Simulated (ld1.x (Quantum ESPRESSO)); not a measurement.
An all-electron radial function and its pseudo partner (rubidium)

Columns: radius, all-electron u(r) and pseudo u(r) of the 4p shell (level -15.96 eV) of rubidium in the configuration [Ar] 3d10 4s2 4p6 5s1 5p0; PBE, scalar-relativistic, TM semilocal scheme, ld1.x (Quantum ESPRESSO) 7.5.

```tsv
r (bohr)	all-electron	pseudo
0.123	0.2122	0.0157
0.245	-0.2034	0.0609
0.368	-0.4030	0.1329
0.490	-0.3020	0.2248
0.613	-0.0603	0.3309
0.735	0.2015	0.4411
0.858	0.4312	0.5488
0.980	0.6062	0.6444
1.103	0.7287	0.7232
1.225	0.8026	0.7796
1.348	0.8376	0.8127
1.470	0.8420	0.8224
1.593	0.8240	0.8115
1.715	0.7907	0.7841
1.838	0.7469	0.7441
1.960	0.6976	0.6967
2.083	0.6451	0.6449
2.205	0.5924	0.5924
2.328	0.5404	0.5404
2.450	0.4909	0.4909
2.573	0.4437	0.4437
2.695	0.4001	0.4001
2.818	0.3594	0.3594
2.940	0.3224	0.3224
3.063	0.2884	0.2884
3.185	0.2577	0.2577
```

Task: How many radial nodes do the two functions have?

Result: The all-electron 4p function has n − l − 1 = 2; the pseudo-wave has 0, since the states of the same l below it are removed with the core.

Task: At about which radius was the pseudo-wave matched?

Result: 2.40 bohr. The columns agree to 0.0005 from 2.08 bohr on; several derivatives are matched, so the curves merge somewhat inside the radius.

Task: Is the pseudo-wave norm-conserving?

Result: Yes: the TM semilocal scheme keeps the norm inside the radius equal to the all-electron one, which fixes the energy derivative of the logarithmic derivative at the level.
